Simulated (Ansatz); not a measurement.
Relaxation of C₃H₅BS (10 atoms, charge 0, multiplicity 1), to a largest force component of 0.015 eV/Å in at most 40 steps.

These are results of RKS LDA/6-31G* (Ansatz 0.2.0), not measurements.

```xyz
10
Properties=species:S:1:pos:R:3
B -1.504 1.291 -0.923
C -0.195 0.576 -0.861
C 0.659 -0.313 -0.121
C 0.989 -1.119 1.115
S 1.286 0.213 -1.611
H -2.329 1.257 -0.052
H -1.778 2.006 -1.871
H 1.017 -0.522 2.008
H 0.267 -2.016 1.199
H 2.030 -1.610 0.903
```

Q: Where does it end, and by what steps?

A: It converged. After 22 steps the energy has fallen by 1.208 eV; H10 moved furthest, 0.85 Å.

```
step  energy less start (eV)  largest force component (eV/Å)  accepted
   0                  0.0000                           4.747       yes
   1                 -0.7762                           2.755       yes
   2                 -1.0605                           1.634       yes
   3                 -1.1062                           0.969       yes
   4                 -1.1086                           0.919       yes
   5                 -1.1687                           0.356       yes
   6                 -1.1801                           0.195       yes
   7                 -1.1869                           0.058       yes
   8                 -1.1688                           0.729        no
   9                 -1.1916                           0.027       yes
  10                 -1.1936                           0.246       yes
  11                 -1.1922                           0.221        no
  12                 -1.1978                           0.049       yes
  13                 -1.2014                           0.037       yes
  14                 -1.2038                           0.191       yes
  15                 -1.2055                           0.115       yes
  16                 -1.2068                           0.042       yes
  17                 -1.2060                           0.114        no
  18                 -1.2071                           0.045       yes
  19                 -1.2075                           0.045       yes
  20                 -1.2079                           0.033       yes
  21                 -1.2081                           0.024       yes
  22                 -1.2081                           0.010       yes
```

```xyz
10
Properties=species:S:1:pos:R:3
B -1.421 1.408 -0.816
C -0.298 0.477 -0.704
C 0.577 -0.383 -0.212
C 0.954 -1.094 1.009
S 1.198 -0.332 -1.818
H -2.061 1.569 0.202
H -1.714 1.988 -1.830
H 0.287 -0.837 1.850
H 0.921 -2.185 0.828
H 2.000 -0.848 1.275
```

Whether the end is a true minimum wasn't checked by a vibrational analysis.

Time of the run: 61 s on 1 thread of Intel(R) Xeon(R) Processor @ 2.70GHz, with other jobs on the host, peak memory 0.13 GiB.
